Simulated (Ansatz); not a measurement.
Stretching the Br1–F2 bond in BrF (multiplicity 1 held). Energies count from the point at 1.774 Å.


Unrestricted levels (U-) break spin symmetry where that is lower. Active spaces are followed from rest. Levels need not reach the same state.

Cores are frozen in the correlated methods. Filled d and f shells under p-block atoms count as core.

The values were computed with Ansatz (a first-principles code). 

Problem. Predict the energy at R = 7.097 Å from U-SCS-MP2/cc-pVDZ.

Solution. 46.3 kcal/mol

Problem. Give the energy at R = 7.097 Å at the level FIC-MRCISD+Q on CASSCF(14,8)/cc-pVDZ.

Solution. 43.4 kcal/mol

Problem. What energy at R = 7.097 Å does SC-NEVPT2 on CASSCF(14,8)/cc-pVDZ give?

Solution. 49.3 kcal/mol

Doubts at one or more of the structures used: a spin-contaminated determinant (U-SCS-MP2/cc-pVDZ).
